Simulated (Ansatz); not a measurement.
Cost and result for the atomization energy of C3H2BrCl, SMILES `ClC1=C(Br)C1` (7 atoms, 7 bonds).

```xyz
7

Cl    1.101    1.573    1.595
C     0.297    0.559    0.539
C    -0.776    0.198   -0.072
Br   -2.557    0.417   -0.427
C     0.446   -0.624   -0.369
H     0.538   -1.622    0.063
H     0.952   -0.502   -1.328
```

Total charge 0; spin multiplicity 1. Correlated methods include outer-core shells of Br, which these sets cover unevenly. Scalar relativity is left out up to krypton. The structure was optimised at the PBE0-D4/def2-TZVP level. Program: Ansatz. All runs use 4 threads of a server CPU on a shared host. Times are those of one run each, without the atoms' runs, and a repeat can differ threefold. Electronic energies, without spin–orbit coupling; frozen cores. CCSD(T)/CBS adds CCSD(T) − MP2 in def2-TZVPP to the MP2 limit, and its time is that of the two runs behind it. T1 = 0.010. With those shells the extrapolation isn't a true limit. B3LYP takes the VWN-RPA correlation (the form of Gaussian; ORCA's B3LYP/G). HSE06 is the plane-wave form, built on full-range PBE exchange.

CCSD(T)/CBS is a level of theory with its own doubt, some kJ/mol a heavy atom from the limit and from the frozen cores, so smaller differences don't rank the functionals.

| level | functions | wall time | atomization (kcal/mol) | difference from CCSD(T)/CBS | per bond |
| --- | --- | --- | --- | --- | --- |
| revPBE-D4/def2-TZVPP | 211 | 2.1 s | 642.2 | 17.0 | 2.4 |
| BLYP-D4/def2-TZVPP | 211 | 2.3 s | 628.5 | 3.3 | 0.5 |
| PBE-D4/def2-TZVPP (with forces) | 211 | 2.7 s | 663.8 | 38.6 | 5.5 |
| CCSD(T)/def2-SVP | 102 | 3.4 s | 593.1 | -32.1 | -4.6 |
| HSE06-D4/def2-TZVPP | 211 | 3.7 s | 644.1 | 18.9 | 2.7 |
| CAM-B3LYP-D4/def2-TZVPP | 211 | 4.1 s | 623.7 | -1.5 | -0.2 |
| r2SCAN-D4/def2-TZVPP (with forces) | 211 | 4.6 s | 635.3 | 10.1 | 1.4 |
| B3LYP-D4/def2-TZVPP (with forces) | 211 | 5.5 s | 623.9 | -1.3 | -0.2 |
| r2SCANh-D4/def2-TZVPP | 211 | 6 s | 629.0 | 3.8 | 0.5 |
| PBE-QIDH/def2-TZVPP | 211 | 6 s | 632.9 | 7.7 | 1.1 |
| MP2/def2-QZVPP | 390 | 20 s | 645.0 | 19.8 | 2.8 |
| CCSD(T)/def2-TZVPP | 211 | 39 s | 606.4 | -18.8 | -2.7 |
| CCSD(T)/CBS(def2) | – | 58 s | 625.2 | 0.0 | 0.0 |

From r2SCAN to r2SCAN0 (25 % exact exchange), in def2-TZVPP and without D4, the atomization energy moves by −15.5 kcal/mol: exact exchange takes away binding that semilocal exchange gives to molecules. Leaving LDA and LC-ωPBE aside and taking each functional with its dispersion term where it has one, the values, not all of them listed here, spread over 69.1 kcal/mol, from BHLYP-D4 to PBE-D4. LDA lies +94.4 kcal/mol from PBE without D4, its usual overbinding. In def2-TZVPP, CCSD(T) changes the Hartree–Fock value by +184.3 kcal/mol (the triples alone add +17.2 kcal/mol) and MP2 by +212.0 kcal/mol; breaking electron pairs costs correlation energy, which Hartree–Fock lacks.
